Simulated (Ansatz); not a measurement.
Computed with Ansatz on PBE0-D4/def2-TZVP structures; ΔE is electronic, products minus reactants. CCSD(T)/CBS adds triple-zeta CCSD(T) − MP2 to the extrapolated MP2 energy (def2 sets, frozen cores). Double bonds are as drawn, so ΔE can hold a change between cis and trans. DFT in def2-TZVPP. Each species was taken in one conformer, which may not be the lowest.

Reaction (formal exchange of groups at the Si–N bond): `CN([SiH3])[SiH](O)O` + `C/C=C/N` → `C/C([SiH3])=C\N` + `CN[SiH](O)O`

```csv
level,ΔE (kcal/mol)
PBE-D4,6.8
CCSD(T)/def2-TZVPP,9.5
```

Task: What does CCSD(T)/CBS give? (Best estimate.)

Result: Ansatz gave: +9.0 kcal/mol. The listed levels differ from it by -2.2, 0.5 kcal/mol.

Largest T1 diagnostic among the species: 0.012.

In def2-TZVPP, CCSD(T) changes the Hartree–Fock value by −0.8 kcal/mol (the triples alone add −0.2 kcal/mol) and MP2 by −1.3 kcal/mol.
